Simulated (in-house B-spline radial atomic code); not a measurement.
Configurations of Al⁴⁺, with energies counted from [He] 2s2 2p5. Method: scalar-relativistic (X2C) PBE0, spin-polarised, spherical fractional occupations, exact exchange averaged over the configuration, Fermi nucleus of rms radius 3.061 fm. Calculated with an all-electron radial atomic-structure program (B-spline basis). Shells without spins written out take the highest spin.

Occupations are held fixed; configurations that lie above the ionisation limit could autoionise.

```
   configuration  E - E(ref) (eV)  highest orbital  its <r> (bohr)
    [He] 2s1 2p6           40.031          2p down          0.5709
[He] 2s2 2p4 3s1           93.242            3s up           1.716
[He] 2s2 2p4 3p1           101.99            3p up           1.812
```

(1) Order these further configurations by energy, lowest first.
A. [He] 2s1 2p5 3s1
B. [He] 2s1 2p5 3p1
C. [He] 2s1 2p5 3d1
D. [He] 2s2 2p4 3d1

Results:

(1) D (113.49 eV), A (131.11 eV), B (139.93 eV), C (151.23 eV).
